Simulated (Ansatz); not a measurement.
`CS[SiH2]I` + H₂O → `O[SiH2]I` + CH₃SH at 500 K and 1 bar (formal hydrolysis of the Si–S bond).

Calculated with Ansatz (gas phase, PBE0-D4/def2-TZVP geometries, no zero-point term in ΔE). CCSD(T)/CBS is the MP2 limit (def2-TZVPP, def2-QZVPP) plus CCSD(T) − MP2 in def2-TZVPP, frozen cores. This one scheme is used for every species. def2 core potentials past Kr. For I outer-core shells are correlated without core-valence functions, which leaves a few kJ/mol of doubt a bond. Each species was taken in one conformer, which may not be the lowest.

```json
{"species": "`CS[SiH2]I`", "CCSD(T)/CBS energy (Eh)": "-1025.41950", "H − E (kJ/mol)": "193.9", "S (J/(mol·K))": "420.4"}
{"species": "H₂O", "CCSD(T)/CBS energy (Eh)": "-76.37941", "H − E (kJ/mol)": "73.2", "S (J/(mol·K))": "206.3"}
{"species": "`O[SiH2]I`", "CCSD(T)/CBS energy (Eh)": "-663.58059", "H − E (kJ/mol)": "115.9", "S (J/(mol·K))": "351.5"}
{"species": "CH₃SH", "CCSD(T)/CBS energy (Eh)": "-438.22835", "H − E (kJ/mol)": "145.1", "S (J/(mol·K))": "283.7"}
```

H − E and S are ideal-gas, rigid-rotor, harmonic terms from PBE0-D4/def2-TZVP, for one conformer and one mirror image of each species. 1 Eh = 2625.50 kJ/mol, R = 8.31446 J/(mol·K).

Problem. By hand: ΔE, ΔH, ΔS and ΔG.

Solution. ΔE = (-663.58059) + (-438.22835) − (-1025.41950) − (-76.37941) = -0.01003 Eh = -26.3 kJ/mol. Δ(H − E) = 115.9 + 145.1 − 193.9 − 73.2 = -6.1, so ΔH = -32.4 kJ/mol. ΔS = 351.5 + 283.7 − 420.4 − 206.3 = 8.5 J/(mol·K). ΔG = -32.4 − 500 × (8.5)/1000 = -36.6 kJ/mol.

Problem. By hand: the equilibrium constant, and the temperature at which ΔG would vanish if ΔH and ΔS stayed fixed.

Solution. log₁₀ K = −ΔG/(RT ln 10) = 3.8. ΔH and −TΔS have one sign here, so there is no such temperature.

The number of gas molecules stays the same, so ΔS is small and ΔH decides. A doubt of 5 kJ/mol in ΔE shifts log₁₀ K by 0.5 here. Other conformers and mirror images would add mixing entropy, several J/(mol·K) or more a flexible species. These are equilibria of isolated gas molecules and say nothing of rates. Largest T1 diagnostic: 0.009 (customary marks: 0.02 for closed shells, 0.045 for open ones).

ΔS is within the doubt of such terms, so its sign, and with it that verdict, could turn.
